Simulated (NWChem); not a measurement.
Program: NWChem. System: boroxine (H3B3O3), charge 0, spin multiplicity 1, at a geometry optimised with B3LYP/def2-SVP. Level: evGW@PBE/def2-SVP, RI basis def2-svp-rifit, 6 cycles.

Job file:

```
start mol
memory heap 200 mb stack 700 mb global 1700 mb
geometry units angstroms nocenter noautoz
  B      0.000000     0.000000     1.380787
  O     -1.184543     0.000000     0.683903
  B     -1.195742     0.000000    -0.690380
  O      0.000000     0.000000    -1.367832
  B      1.195742     0.000000    -0.690380
  O      1.184543     0.000000     0.683903
  H      0.000000     0.000000     2.580471
  H     -2.234712     0.000000    -1.290202
  H      2.234712     0.000000    -1.290202
  symmetry group C2v
end
basis spherical
  * library def2-svp
end
basis "ri basis" bse spherical
  * library def2-svp-rifit
end
dft
  xc xpbe96 cpbe96
  iterations 100
  direct
  tolerances tight
end
task dft energy
gw
  evgw 6
  states alpha occ -1 vir -1
end
task dft gw
```

Part of the output:

```
             Northwest Computational Chemistry Package (NWChem) 7.3.0
             --------------------------------------------------------

                                NWChem Input Module
                                -------------------

 Scaling coordinates for geometry "geometry" by  1.889725989
 (inverse scale =  0.529177249)

 Turning off AUTOSYM since
 SYMMETRY directive was detected!

                             Geometry "geometry" -> ""
                             -------------------------

 Output coordinates in angstroms (scale by  1.889725989 to convert to a.u.)

  No.       Tag          Charge          X              Y              Z
 ---- ---------------- ---------- -------------- -------------- --------------
    1 B                    5.0000     0.00000000     0.00000000     1.38078700
    2 O                    8.0000    -1.18454300     0.00000000     0.68390300
    3 B                    5.0000    -1.19574200     0.00000000    -0.69038000
    4 O                    8.0000     0.00000000     0.00000000    -1.36783200
    5 B                    5.0000     1.19574200     0.00000000    -0.69038000
    6 O                    8.0000     1.18454300     0.00000000     0.68390300
    7 H                    1.0000     0.00000000     0.00000000     2.58047100
    8 H                    1.0000    -2.23471200     0.00000000    -1.29020200
    9 H                    1.0000     2.23471200     0.00000000    -1.29020200

 Effective nuclear repulsion energy (a.u.)     201.1021073435

            Nuclear Dipole moment (a.u.)
            ----------------------------
        X                 Y               Z
 ---------------- ---------------- ----------------
     0.0000000000     0.0000000000    -0.0000113384

      Symmetry information
      --------------------

 Group name             C2v
 Group number             16
 Group order               4
 No. of unique centers     6

      Symmetry unique atoms

     1    2    3    4    7    8


 Summary of "ao basis" -> "" (spherical)
 ------------------------------------------------------------------------------
       Tag                 Description            Shells   Functions and Types
 ---------------- ------------------------------  ------  ---------------------
 *                          def2-svp                  on all atoms

 new library libraries.bse/

 Summary of "ri basis" -> "" (spherical)
 ------------------------------------------------------------------------------
       Tag                 Description            Shells   Functions and Types
 ---------------- ------------------------------  ------  ---------------------
 *                       def2-svp-rifit               on all atoms

  pbe96 is a nonlocal functional; adding pw91lda local functional.

                                 NWChem DFT Module
                                 -----------------

 Summary of "ao basis" -> "ao basis" (spherical)
 ------------------------------------------------------------------------------
       Tag                 Description            Shells   Functions and Types
 ---------------- ------------------------------  ------  ---------------------
 B                          def2-svp                 6       14   3s2p1d
 O                          def2-svp                 6       14   3s2p1d
 H                          def2-svp                 3        5   2s1p

 Summary of "ao basis" -> "ao basis" (spherical)
 ------------------------------------------------------------------------------
       Tag                 Description            Shells   Functions and Types
 ---------------- ------------------------------  ------  ---------------------
 B                          def2-svp                 6       14   3s2p1d
 O                          def2-svp                 6       14   3s2p1d
 H                          def2-svp                 3        5   2s1p

      Symmetry analysis of basis
      --------------------------

        a1         41
        a2         11
        b1         31
        b2         16

            General Information
            -------------------
          SCF calculation type: DFT
          Wavefunction type:  closed shell.
          No. of atoms     :     9
          No. of electrons :    42
           Alpha electrons :    21
            Beta electrons :    21
          Charge           :     0
          Spin multiplicity:     1
          Use of symmetry is: on ; symmetry adaption is: on
          Maximum number of iterations: 100
          This is a Direct SCF calculation.
          AO basis - number of functions:    99
                     number of shells:    45
          Convergence on energy requested:  1.00D-06
          Convergence on density requested:  1.00D-05
          Convergence on gradient requested:  5.00D-04

              XC Information
              --------------
          PerdewBurkeErnzerhof Exchange Functional  1.000
            Perdew 1991 LDA Correlation Functional  1.000 local
           PerdewBurkeErnz. Correlation Functional  1.000 non-local

             Grid Information
             ----------------
          Grid used for XC integration:  medium
          Radial quadrature: Mura-Knowles
          Angular quadrature: Lebedev.
          Tag              B.-S. Rad. Rad. Pts. Rad. Cut. Ang. Pts.
          ---              ---------- --------- --------- ---------
          B                   0.85       49          10.0       434
          O                   0.60       49          11.0       434
          H                   0.35       45          11.0       434
          Grid pruning is: on
[...]
@GW        85         81.241           0.000
@GW        86         81.237           0.000
@GW        87         84.045           0.000
@GW        88         84.044           0.000
@GW        89         85.032           0.000
@GW        90         87.675           0.000
@GW        91         87.684           0.000
@GW        92         90.133           0.000
@GW        93         94.877           0.000
@GW        94         96.815           0.000
@GW        95         96.806           0.000
@GW        96         97.888           0.000
@GW        97         97.891           0.000
@GW        98        101.343           0.000
@GW        99        105.717           0.000

  *** G4W4

          Computing RPA polarizability
          Solving quasiparticle equations

                  Alpha Orbitals
          State     Energy (eV)     Error (eV)
          -----------------------------------
@GW         1       -542.389           0.000
@GW         2       -541.555           0.000
@GW         3       -539.857           0.000
@GW         4       -200.583           0.000
@GW         5       -200.587           0.000
@GW         6       -200.582           0.000
@GW         7        -33.262           0.000
@GW         8        -31.378           0.000
@GW         9        -31.373           0.000
@GW        10        -19.934           0.000
@GW        11        -19.931           0.000
@GW        12        -18.183           0.000
@GW        13        -17.189           0.000
@GW        14        -15.677           0.000
@GW        15        -14.362           0.000
@GW        16        -14.362           0.000
@GW        17        -14.254           0.000
@GW        18        -13.204           0.000
@GW        19        -13.204           0.000
@GW        20        -12.230           0.000
@GW        21        -12.230           0.000
@GW        22          2.408           0.000
@GW        23          2.408           0.000
@GW        24          4.358           0.000
@GW        25          4.314           0.000
@GW        26          6.235           0.000
@GW        27          6.237           0.000
@GW        28          8.262           0.000
@GW        29          8.349           0.000
@GW        30          8.349           0.000
@GW        31          8.238           0.000
@GW        32          9.072           0.000
@GW        33          9.072           0.000
@GW        34         11.163           0.000
@GW        35         11.300           0.000
@GW        36         11.729           0.000
@GW        37         11.729           0.000
@GW        38         12.439           0.000
@GW        39         12.439           0.000
@GW        40         14.931           0.000
@GW        41         14.931           0.000
@GW        42         17.649           0.000
@GW        43         17.505           0.000
@GW        44         17.505           0.000
@GW        45         21.038           0.000
@GW        46         20.960           0.000
@GW        47         22.300           0.000
@GW        48         22.296           0.000
@GW        49         27.857           0.000
@GW        50         30.870           0.000
@GW        51         30.869           0.000
@GW        52         30.554           0.000
@GW        53         32.518           0.000
@GW        54         32.512           0.000
@GW        55         32.838           0.000
@GW        56         34.455           0.000
@GW        57         34.450           0.000
@GW        58         34.668           0.000
@GW        59         34.987           0.000
@GW        60         36.131           0.000
@GW        61         38.416           0.000
@GW        62         38.413           0.000
@GW        63         39.723           0.000
@GW        64         40.385           0.000
@GW        65         40.387           0.000
@GW        66         42.801           0.000
@GW        67         42.783           0.000
@GW        68         44.162           0.000
@GW        69         44.157           0.000
@GW        70         45.045           0.000
@GW        71         46.134           0.000
@GW        72         46.138           0.000
@GW        73         50.543           0.000
@GW        74         52.019           0.000
@GW        75         52.018           0.000
@GW        76         51.073           0.000
@GW        77         53.237           0.000
@GW        78         53.228           0.000
@GW        79         62.835           0.000
@GW        80         62.832           0.000
@GW        81         64.833           0.000
@GW        82         70.793           0.000
@GW        83         74.398           0.000
@GW        84         74.396           0.000
@GW        85         81.127           0.000
@GW        86         81.121           0.000
@GW        87         84.042           0.000
@GW        88         84.040           0.000
@GW        89         85.074           0.000
@GW        90         87.738           0.000
@GW        91         87.740           0.000
@GW        92         90.120           0.000
@GW        93         95.015           0.000
@GW        94         96.833           0.000
@GW        95         96.815           0.000
@GW        96         97.956           0.000
@GW        97         97.957           0.000
@GW        98        100.645           0.000
@GW        99        105.484           0.000

  *** G5W5

          Computing RPA polarizability
          Solving quasiparticle equations

                  Alpha Orbitals
          State     Energy (eV)     Error (eV)
          -----------------------------------
@GW         1       -542.433           0.000
@GW         2       -541.596           0.000
@GW         3       -539.896           0.000
@GW         4       -200.590           0.000
@GW         5       -200.595           0.000
@GW         6       -200.589           0.000
@GW         7        -33.262           0.000
@GW         8        -31.380           0.000
@GW         9        -31.375           0.000
@GW        10        -19.935           0.000
@GW        11        -19.932           0.000
@GW        12        -18.183           0.000
@GW        13        -17.189           0.000
@GW        14        -15.677           0.000
@GW        15        -14.362           0.000
@GW        16        -14.362           0.000
@GW        17        -14.254           0.000
@GW        18        -13.204           0.000
@GW        19        -13.204           0.000
@GW        20        -12.230           0.000
@GW        21        -12.230           0.000
@GW        22          2.408           0.000
@GW        23          2.408           0.000
@GW        24          4.358           0.000
@GW        25          4.314           0.000
@GW        26          6.235           0.000
@GW        27          6.237           0.000
@GW        28          8.262           0.000
@GW        29          8.349           0.000
@GW        30          8.349           0.000
@GW        31          8.238           0.000
@GW        32          9.072           0.000
@GW        33          9.072           0.000
@GW        34         11.163           0.000
@GW        35         11.300           0.000
@GW        36         11.729           0.000
@GW        37         11.729           0.000
@GW        38         12.439           0.000
@GW        39         12.439           0.000
@GW        40         14.931           0.000
@GW        41         14.931           0.000
@GW        42         17.649           0.000
@GW        43         17.505           0.000
@GW        44         17.506           0.000
@GW        45         21.039           0.000
@GW        46         20.960           0.000
@GW        47         22.301           0.000
@GW        48         22.297           0.000
@GW        49         27.857           0.000
@GW        50         30.872           0.000
@GW        51         30.870           0.000
@GW        52         30.557           0.000
@GW        53         32.520           0.000
@GW        54         32.513           0.000
@GW        55         32.837           0.000
@GW        56         34.456           0.000
@GW        57         34.451           0.000
@GW        58         34.669           0.000
@GW        59         34.988           0.000
@GW        60         36.132           0.000
@GW        61         38.417           0.000
@GW        62         38.414           0.000
@GW        63         39.727           0.000
@GW        64         40.389           0.000
@GW        65         40.391           0.000
@GW        66         42.795           0.000
@GW        67         42.764           0.000
@GW        68         44.165           0.000
@GW        69         44.160           0.000
@GW        70         45.047           0.000
@GW        71         46.138           0.000
@GW        72         46.142           0.000
@GW        73         50.547           0.000
@GW        74         52.026           0.000
@GW        75         52.025           0.000
@GW        76         51.078           0.000
@GW        77         53.239           0.000
@GW        78         53.230           0.000
@GW        79         62.840           0.000
@GW        80         62.837           0.000
@GW        81         64.842           0.000
@GW        82         70.797           0.000
@GW        83         74.413           0.000
@GW        84         74.410           0.000
@GW        85         81.123           0.000
@GW        86         81.114           0.000
@GW        87         84.059           0.000
@GW        88         84.057           0.000
@GW        89         85.068           0.000
@GW        90         87.749           0.000
@GW        91         87.751           0.000
@GW        92         90.129           0.000
@GW        93         95.013           0.000
@GW        94         96.826           0.000
@GW        95         96.809           0.000
@GW        96         97.967           0.000
@GW        97         97.968           0.000
@GW        98        100.667           0.000
@GW        99        105.489           0.000

     GW Timing Statistics
   ------------------------
   Init.   :          0.0s
     ERIs  :          0.4s
     Distr.:          0.0s
     Vxc   :          0.1s
   Sigma_x :          0.0s
   RPA     :          2.5s
   Wmn     :          1.2s
   Sigma_c :          1.2s
   GW total:          5.4s

 Task  times  cpu:        5.4s     wall:        5.4s

 Total times  cpu:        7.5s     wall:        7.5s
```
